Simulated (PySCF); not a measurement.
## A search over the determinants of BBr

Unrestricted PBE0; B 6-31G(d,p), Br 6-31G(d,p); no relativity (PySCF 2.14). Outer shells of the fragments: B 2s2 2p1; Br 3d10 4s2 4p5.

Followed along the bond (rough minima from three points):

```tsv
2Ms+1	unpaired	⟨S²⟩ at the start	R at minimum (Å)	Te (eV)
1	none	0.00	1.92	0.00
3	σ ↑, π ↑	2.01	1.87	1.94
```

Solutions found at the starting distance of 1.930 Å, counted from the lowest of them; the search is not exhaustive and high or unbound solutions are not listed, so other states can lie among these:

```
2Ms+1    unpaired   term  E (eV)  ⟨S²⟩  ⟨Lz²⟩  μ (D)
    1        none    ¹Σ⁺    0.00  0.00   0.00   0.86
    3    σ ↑, π ↑     ³Π    1.98  2.01   1.00  -0.39
    1    σ ↑, π ↓  mixed    2.85  1.01   1.01   0.13
    3        π ↑↑  mixed    5.83  2.01   2.01   4.41
    3        π ↑↑  mixed    6.08  2.01   2.01   4.34
    1        π ↑↓  mixed    6.12  1.01   2.01   4.31
    3        σ ↑↑    ³Σ⁺    6.30  2.01   0.00  -2.46
    1        π ↑↓  mixed    6.73  1.00   2.01  -1.13
    1  σ ↑, π ↑↓↓  mixed    8.49  2.00   3.01   4.12
    3    σ ↑, π ↑     ³Π    9.02  2.00   1.01   1.67
```

A term symbol is given only where ⟨S²⟩ and ⟨Lz²⟩ are close to those of a pure state; real π, δ and φ orbitals otherwise mix terms. A positive dipole means B(−)Br(+).

Counting both spins, an empty level lies below a filled one in some of these solutions, because spin and occupation are held.
